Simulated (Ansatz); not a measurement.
Computed with Ansatz.

A structure relaxed at PBE0-D4/def2-TZVP, charge 0, multiplicity 1:

```xyz
6

N     0.041   -0.398   -1.210
In   -0.126    0.308    0.656
Br   -1.680   -0.716    2.249
Br    1.038    2.356    1.329
H     0.898   -0.170   -1.693
H    -0.171   -1.379   -1.331
```

(1) Give its formula and SMILES.

(2) Point group (tolerance 0.08 Å, 0.16 Å for H)?

(3) Summarise the bond lengths by kind.

## Answers

(1) Br2H2InN, `[NH2][In]([Br])[Br]`.

(2) Cs.

(3) 1 × In–N 2.002 Å; 2 × H–N 1.010 Å; 2 × Br–In 2.449 Å.
